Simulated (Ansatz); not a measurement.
## Ansatz (development build ahead of 0.2.0) run

```yaml
crystal:
  periodic: [false, false, false]
  atoms:
    - { symbol: C, position_ang: [1.07284, 0.0, 0.0] }
    - { symbol: C, position_ang: [0.27235, 1.31301, 0.0] }
    - { symbol: C, position_ang: [-1.22374, 1.30686, 0.0] }
    - { symbol: C, position_ang: [-1.98518, 0.0, 0.0] }
    - { symbol: C, position_ang: [-1.22374, -1.30686, 0.0] }
    - { symbol: C, position_ang: [0.27235, -1.31301, 0.0] }
    - { symbol: C, position_ang: [2.5936, 0.0, 0.0] }
    - { symbol: H, position_ang: [0.8598, 2.33736, 0.0] }
    - { symbol: H, position_ang: [-1.81298, 2.32979, 0.0] }
    - { symbol: H, position_ang: [-3.16499, 0.0, 0.0] }
    - { symbol: H, position_ang: [-1.81298, -2.32979, 0.0] }
    - { symbol: H, position_ang: [0.8598, -2.33736, 0.0] }
    - { symbol: H, position_ang: [3.20023, -1.01137, 0.0] }
    - { symbol: H, position_ang: [3.20023, 1.01137, 0.0] }
basis:
  gaussian: { orbitals: cc-pVDZ }
magnetization:
  spin_polarized: true
  initial_magnetization: 1
hamiltonian:
  xc: hf
```

The input is written out in the form of the current development build from the run's settings.

Output:

```json
{
 "Converged": "yes",
 "Total energy": "-269.06264 hartree",
 "Spin squared of the determinant": "1.859"
}
```

Caution: the unrestricted determinant is a mixture of spin states.
